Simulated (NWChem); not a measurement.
Species: CH₆F₂Si₂; SMILES C[SiH2][SiH](F)F

```xyz
11

Si    -0.0020    -0.9950    -0.4206
F     -1.2956    -1.4461     0.4506
F      1.3025    -1.4416     0.4368
Si    -0.0058     1.3369    -0.6129
C      0.0077     2.1176     1.0990
H     -0.0073    -1.8001    -1.6720
H      1.1991     1.7363    -1.4066
H     -1.2234     1.7349    -1.3873
H      0.9011     1.8013     1.6584
H      0.0124     3.2156     1.0272
H     -0.8818     1.8096     1.6689
```
Atoms are numbered in this order, from 1.

Results from NWChem. All runs use the structure optimised with PBE0/def2-SVP. Level MN15/def2-SVP: energy and gradient on several grids; changes count from the extra-fine grid, which is no exact limit either.

Problem. Which is the coarsest grid (coarse; medium; fine; xfine; xcoarse) from which on the energy stays within 500 μHa and each gradient component within 500 μHa/bohr of xfine?

Solution. medium.
| grid | size of the energy change (μHa) | largest change of a gradient component (μHa/bohr) | time, medium = 1 (rough) |
|---|---|---|---|
| xcoarse | 70000 | 2000 | about 1 |
| coarse | 2000 | 1000 | about 1 |
| medium | 50 | 90 | about 1 |
| fine | < 10 | < 30 | about 1 |
| xfine | < 10 | < 30 | 3 |
